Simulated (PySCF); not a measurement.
The vertical singlet excitations below were computed for one of the candidates. Method used: TDDFT CAM-B3LYP/def2-SVPD, vertical, gas phase, core orbitals frozen in the response in PySCF. Geometries: PBE0-D3(BJ)/def2-SVP, one conformer each. Relativistic effects are left out although some hold elements past zinc.

```
state  E (eV)      f
   S1    8.07  0.044
   S2    8.34  0.016
   S3    8.49  0.093
   S4    8.68  0.030
   S5    8.70  0.012
   S6    8.76  0.053
   S7    8.79  0.079
   S8    8.91  0.110
   S9    8.92  0.039
  S10    9.03  0.061
```

Orbital energies (eV): HOMO-3 -11.08, HOMO-2 -10.98, HOMO-1 -10.60, HOMO -10.37, LUMO 0.72, LUMO+1 1.07, LUMO+2 1.39.

**Question.** Which structure fits?
A. `F/C=C(/F)CF`
B. `C=CC(F)(F)F`
C. `F[C](F)(F)[GeH2][CH2][SiH3]`

**Answer.** C. Its S1, at 8.07 eV, is the highest among the candidates; the nearest of the others has S1 at 7.74 eV. S1 is HOMO→LUMO (84%). Löwdin shares by element: HOMO carbon 28% or more, silicon 17%, germanium 17%, hydrogen 15% or more (atoms not listed hold the other 22%); LUMO germanium 29%, silicon 16%, carbon 11% or more, hydrogen 10% or more (atoms not listed hold the other 35%). At the same level the other candidates give, for their lowest levels:
- `F/C=C(/F)CF`: 7.02 eV (f 0.316); 7.21 eV (f 0.029); 7.66 eV (f 0.031); 8.21 eV (f 0.000); 8.32 eV (f 0.001); T1 4.10 eV; HOMO -9.26, LUMO 0.56 eV
- `C=CC(F)(F)F`: 7.74 eV (f 0.397); 8.14 eV (f 0.001); 8.29 eV (f 0.051); 9.03 eV (f 0.003); 9.36 eV (f 0.001); T1 4.37 eV; HOMO -10.21, LUMO 0.24 eV

Shape of the structure used: `[F:1][C:2]([F:3])([F:4])[GeH2:5][CH2:6][SiH3:7]`: F1–C2–Ge5–C6 -52°, C2–Ge5–C6–Si7 -64°.
Triplets come from the Tamm–Dancoff approximation.
